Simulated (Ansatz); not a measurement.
Z-matrix (Å, degrees):
```
Sn
F 1 1.893
Cl 1 2.281 2 107.5
I 1 2.616 2 110.7 3 127.1
F 1 1.893 2 104.1 3 -113.9
```

The species carries charge 0 and has multiplicity 1. Sn, I: def2 effective core potential.

List the PBE/def2-TZVPP orbital energies in eV (the Gaussian-basis code of Ansatz). (Estimate.)

The calculation gave: Occupied: -2739.79, -659.82, -659.82, -250.34, -191.06, -190.86, -190.86, -181.02, -135.37, -128.43, -128.13, -128.13, -91.35, -91.31, -91.29, -50.53, -50.43, -50.43, -50.19, -50.19, -29.84, -29.54, -27.86, -27.72, -27.71, -27.31, -26.63, -20.91, -18.49, -13.63, -11.00, -10.79, -10.51, -9.68, -9.67, -9.57, -9.15, -8.63, -8.59, -7.68, -7.66. Lowest empty: -4.23, -1.24, -0.97, -0.46, 1.27, 1.89, 2.27, 2.62.
